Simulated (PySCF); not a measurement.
CH10AsBSi.
SMILES with atom numbers: `[SiH3:1][CH2:2][BH2-:3][AsH3+:4]` (hydrogens: H5, H6, H7 on Si1; H8, H9 on C2; H10, H11 on B3; H12, H13, H14 on As4)

Geometry (PBE0-D3(BJ)/def2-SVP, Å), atoms numbered from 1 in this order:
```xyz
14
CH10AsBSi angstrom
Si     2.3620   -0.3867   -0.2266
C      0.5818    0.0960   -0.5831
B     -0.3563   -0.4320    0.6164
As    -2.3359    0.1002    0.2065
H      3.2918    0.0807   -1.3080
H      2.5028   -1.8736   -0.1238
H      2.8320    0.2146    1.0612
H      0.5630    1.1943   -0.6983
H      0.3209   -0.3399   -1.5639
H     -0.4819   -1.6456    0.7190
H     -0.2122    0.1129    1.7033
H     -2.6819    1.5639    0.0533
H     -3.4078   -0.2920    1.1948
H     -2.9857   -0.4124   -1.0586
```

Method used: PySCF 2.14.0, PBE0-D3(BJ)/def2-SVP geometry optimisation, gas phase.

Masses are those of the commonest isotopes; rigid-rotor values at the optimised geometry. The values belong to one conformer with, in the numbering `[SiH3:1][CH2:2][BH2-:3][AsH3+:4]`, Si1–C2–B3–As4 180°.

Question: What are A, B and C (MHz)?

Answer: Ia = 30.64, Ib = 561.48, Ic = 573.57 u·Å²; 505379 MHz·u·Å²/I gives A = 16496, B = 900.1, C = 881.1 MHz.

Question: What kind of rotor is it?

Answer: A near-prolate asymmetric top; Ray's κ = -0.998.

Question: Is it planar, by Δ = Ic − Ia − Ib?

Answer: Not planar: Δ = Ic − Ia − Ib = -18.55 u·Å². For a rigid frame Δ = −2 Σ m c², so Σ m c² = 9.27 u·Å² lies off the ab plane, practically all of it from hydrogen. The atom farthest from that plane is 1.22 Å away.

Question: Give the other two planar moments, Paa and Pbb, and the rms extents of the mass along the axes.

Answer: Paa = Σ m a² = (Ib + Ic − Ia)/2 = 552.21 and Pbb = Σ m b² = (Ia + Ic − Ib)/2 = 21.36 u·Å². With the mass M = 135.99 u, the rms extents √(P/M) along a, b and c are 2.02, 0.40, 0.26 Å.

Question: Where do the levels up to J = 2 lie, in MHz?

Answer: Above 0(0,0):
J = 1: 1(0,1) 1781, 1(1,1) 17377, 1(1,0) 17396
J = 2: 2(0,2) 5344, 2(1,2) 20920, 2(1,1) 20977, 2(2,1) 67764, 2(2,0) 67764
The levels of one J sum to (2J + 1)J(J + 1)(A + B + C)/3.

Question: Which types of transition are allowed, and where do some lines up to J = 2 fall?

Answer: The dipole components are |μa| = 4.59 D, |μb| = 1.63 D, |μc| = 0.00 D; the mirror of this Cs structure is the ab plane, so μc vanishes by symmetry and there are no c-type lines. The squared components, which scale the intensities, stand as 1.00 : 0.13 (a : b). Some lines, for components of 0.1 D or more:

| type | branch | J(Ka,Kc) | MHz | lower level (cm⁻¹) |
| --- | --- | --- | --- | --- |
| a | R | 1(0,1) ← 0(0,0) | 1781 | 0.000 |
| a | R | 2(1,2) ← 1(1,1) | 3543 | 0.580 |
| a | R | 2(0,2) ← 1(0,1) | 3562 | 0.059 |
| a | R | 2(1,1) ← 1(1,0) | 3581 | 0.580 |
| b | Q | 1(1,0) ← 1(0,1) | 15615 | 0.059 |
| b | Q | 2(1,1) ← 2(0,2) | 15634 | 0.178 |
| b | R | 1(1,1) ← 0(0,0) | 17377 | 0.000 |
| b | R | 2(1,2) ← 1(0,1) | 19139 | 0.059 |
| b | Q | 2(2,0) ← 2(1,1) | 46787 | 0.700 |
| b | Q | 2(2,1) ← 2(1,2) | 46844 | 0.698 |
| b | R | 2(2,1) ← 1(1,0) | 50368 | 0.580 |
| b | R | 2(2,0) ← 1(1,1) | 50387 | 0.580 |

Question: Estimate the classical rotational partition function at 25 K, 50 K and 100 K.

Answer: Point group Cs, symmetry number σ = 1; q = (√π/σ)·√((kT/h)³/(ABC)), k/h = 20836.6 MHz/K: 5830 at 25 K, 16500 at 50 K, 46600 at 100 K.

Whether it is a minimum is left open (no frequencies). No vibrational averaging or centrifugal distortion is included, and the geometry carries the error of its method. A rigid rotor knows nothing of internal rotation, which can split or shift real lines. Quadrupole hyperfine structure (11B, 75As) is left out.
